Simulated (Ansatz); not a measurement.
`N[SiH](O)[SiH3]` + `C=N[Si](O)(F)Cl` → `C=N[SiH](N)O` + `O[Si](F)([SiH3])Cl`  (redistribution)

Gas-phase electronic energies from Ansatz, PBE0-D4/def2-TZVP geometries. CBS: MP2 limit from def2 TZ/QZ plus the TZ coupled-cluster correction, frozen cores. Each species was taken in one conformer, which may not be the lowest.

```
             level  ΔE (eV)
CCSD(T)/def2-TZVPP    -0.06
     MP2/CBS(def2)    -0.08
```

(1) What does CCSD(T)/CBS give? (Estimate.)

Largest T1 diagnostic among the species: 0.012.

Results:

(1) Ansatz gave: -0.07 eV. The listed levels differ from it by 0.01, -0.01 eV.

CCSD(T)/CBS has its own doubt, a few kJ/mol and more with outer-core shells, so smaller differences from it don't rank the levels.
